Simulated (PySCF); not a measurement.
Si(H)2(Br)(Me), SMILES C[SiH2]Br (CH₅BrSi), singlet, PBE0/def2-SVP optimised geometry.

```
8

Si    -0.90    -0.38     0.00
C     -1.53    -1.30     1.50
Br     1.34    -0.38     0.00
H     -1.34     1.04     0.00
H     -1.34    -1.04    -1.26
H     -1.18    -2.34     1.50
H     -2.63    -1.30     1.50
H     -1.18    -0.82     2.43
```

Density from PBE0/def2-TZVP in PySCF at that geometry.

Minimum of the electron density along straight lines between bonded atoms, close to the bond critical point (lines longer than 1.1 times the sum of covalent radii, or with two minima, are not listed):

```tsv
bond	length / Å	ρ at the minimum / e bohr⁻³	∇²ρ there / e bohr⁻⁵	position (fraction from the first atom)
Si1–C2	1.868	0.124	0.17	0.39
Si1–Br3	2.237	0.086	0.08	0.35
Si1–H4	1.491	0.122	0.14	0.49
Si1–H5	1.491	0.122	0.14	0.49
C2–H6	1.100	0.267	-0.88	0.64
C2–H7	1.102	0.265	-0.86	0.64
C2–H8	1.100	0.267	-0.88	0.64
```
